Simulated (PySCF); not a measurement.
## Dipole response of Br (bromine, neutral)

[Ar] 3d10 4s2 4p5, 2P determinant. Computed with PySCF 2.14 in aug-cc-pVTZ-PP with one added diffuse shell each of s, d, f type with ECP10MDF (7s5p5d3f, 68 functions), with scalar relativity through the core potential. Coupled (time-dependent) response in atomic units; α is the mean over directions.

| method | mean α (bohr³) | α xx, yy, zz | C₆ (like pair) | S(−4) |
| --- | --- | --- | --- | --- |
| UHF | 20.29 | 18.61, 21.13, 21.13 | 161.3 | 92.27 |
| PBE | 22.65 | 20.38, 23.79, 23.79 | 183.5 | 131.7 |
| PBE0 | 21.57 | 19.55, 22.57, 22.57 | 173.2 | 112.1 |
| CAM-B3LYP | 21.60 | 19.61, 22.60, 22.60 | 173.1 | 113.7 |

S(−4) is the Cauchy moment in α(ω) = α(0) + S(−4) ω² + …

Reference α: 21 ± 1 bohr³ (recommended; Schwerdtfeger and Nagle, table of static dipole polarizabilities (2023 update)). Published C₆: 162.0 (Chu and Dalgarno (2004); Tang, Norbeck and Certain (1976)).

Spin-orbit coupling is absent.

α(iu) at UHF:

```json
{"u (hartree)": "0", "α(iu) (bohr³)": "20.29"}
{"u (hartree)": "0.0500", "α(iu) (bohr³)": "20.06"}
{"u (hartree)": "0.100", "α(iu) (bohr³)": "19.42"}
{"u (hartree)": "0.200", "α(iu) (bohr³)": "17.31"}
{"u (hartree)": "0.300", "α(iu) (bohr³)": "14.82"}
{"u (hartree)": "0.500", "α(iu) (bohr³)": "10.46"}
{"u (hartree)": "0.750", "α(iu) (bohr³)": "6.878"}
{"u (hartree)": "1.00", "α(iu) (bohr³)": "4.746"}
{"u (hartree)": "1.50", "α(iu) (bohr³)": "2.591"}
{"u (hartree)": "2.00", "α(iu) (bohr³)": "1.620"}
{"u (hartree)": "3.00", "α(iu) (bohr³)": "0.8104"}
{"u (hartree)": "5.00", "α(iu) (bohr³)": "0.3302"}
```

The components differ because the open shell of this determinant is not spherical; for a pure term their mean is the scalar polarisability.

Energies and moments cover only the electrons outside the core potential.
